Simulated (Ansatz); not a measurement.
Cost and result for the atomization energy of `[SiH3][AlH][GeH3]` (10 atoms, 9 bonds).

```xyz
10

Si    1.579   -0.675   -1.282
Al   -0.609   -0.823   -0.171
Ge   -1.300    1.020    1.338
H     1.659    0.571   -2.098
H     1.882   -1.825   -2.179
H     2.666   -0.596   -0.263
H    -1.571   -2.068   -0.404
H    -1.327    2.368    0.588
H    -0.291    1.196    2.492
H    -2.688    0.831    1.978
```

Total charge 0; spin multiplicity 1. Correlated methods include outer-core shells of Ge, which these sets cover unevenly. Scalar relativity is left out up to krypton. The structure was optimised at the PBE0-D4/def2-TZVP level. Program: Ansatz. All runs use 2 threads of an Intel Xeon on a shared host. Times are those of one run each, without the atoms' runs, and a repeat can differ threefold. Electronic energies, without spin–orbit coupling; frozen cores. CCSD(T)/CBS adds CCSD(T) − MP2 in def2-TZVPP to the MP2 limit, and its time is that of the two runs behind it. T1 = 0.013. With those shells the extrapolation isn't a true limit. B3LYP takes the VWN-RPA correlation (the form of Gaussian; ORCA's B3LYP/G). HSE06 is the plane-wave form, built on full-range PBE exchange.

CCSD(T)/CBS is a level of theory with its own doubt, some kJ/mol a heavy atom from the limit and from the frozen cores, so smaller differences don't rank the functionals.

```json
{"level": "revPBE-D4/def2-TZVPP", "functions": "230", "wall time": "9.5 s"}
{"level": "BLYP-D4/def2-TZVPP", "functions": "230", "wall time": "9.5 s"}
{"level": "PBE-D4/def2-TZVPP (with forces)", "functions": "230", "wall time": "12 s"}
{"level": "BHLYP-D4/def2-TZVPP", "functions": "230", "wall time": "13 s"}
{"level": "PBE0-D4/def2-TZVPP", "functions": "230", "wall time": "13 s"}
{"level": "HSE06-D4/def2-TZVPP", "functions": "230", "wall time": "14 s"}
{"level": "CCSD(T)/def2-SVP", "functions": "103", "wall time": "16 s"}
{"level": "r2SCAN-D4/def2-TZVPP (with forces)", "functions": "230", "wall time": "17 s"}
{"level": "B3LYP-D4/def2-TZVPP (with forces)", "functions": "230", "wall time": "19 s"}
{"level": "B97M-V/def2-TZVPP", "functions": "230", "wall time": "26 s"}
{"level": "MP2/def2-QZVPP", "functions": "439", "wall time": "69 s"}
{"level": "CCSD(T)/def2-TZVPP", "functions": "230", "wall time": "3.6 min"}
{"level": "CCSD(T)/CBS(def2)", "functions": "–", "wall time": "4.7 min"}
```

Problem. What atomization energy does each give, and how far from CCSD(T)/CBS? (An estimate is asked.)

Solution. The calculation gave: 
```
                             level  atomization (kJ/mol)  difference from CCSD(T)/CBS  per bond
              revPBE-D4/def2-TZVPP                2494.8                        -97.6     -10.8
                BLYP-D4/def2-TZVPP                2524.7                        -67.7      -7.5
   PBE-D4/def2-TZVPP (with forces)                2527.1                        -65.3      -7.3
               BHLYP-D4/def2-TZVPP                2556.3                        -36.1      -4.0
                PBE0-D4/def2-TZVPP                2534.4                        -58.0      -6.5
               HSE06-D4/def2-TZVPP                2534.2                        -58.2      -6.5
                  CCSD(T)/def2-SVP                2424.6                       -167.8     -18.6
r2SCAN-D4/def2-TZVPP (with forces)                2583.8                         -8.6      -1.0
 B3LYP-D4/def2-TZVPP (with forces)                2567.3                        -25.1      -2.8
                 B97M-V/def2-TZVPP                2624.8                         32.4       3.6
                    MP2/def2-QZVPP                2512.8                        -79.6      -8.8
                CCSD(T)/def2-TZVPP                2539.3                        -53.1      -5.9
                 CCSD(T)/CBS(def2)                2592.4                          0.0       0.0
```

From BLYP to BHLYP (50 % exact exchange), in def2-TZVPP and without D4, the atomization energy moves by +43.3 kJ/mol. At CCSD(T), def2-SVP lies −167.8 kJ/mol from the extrapolated value and def2-TZVPP −53.1 kJ/mol: correlation converges slowly with the basis, and small sets miss more of it in the bonded molecule than in its fragments. Leaving LDA and LC-ωPBE aside and taking each functional with its dispersion term where it has one, the values spread over 130.0 kJ/mol, from revPBE-D4 to B97M-V. LDA lies +320.7 kJ/mol from PBE without D4, its usual overbinding.
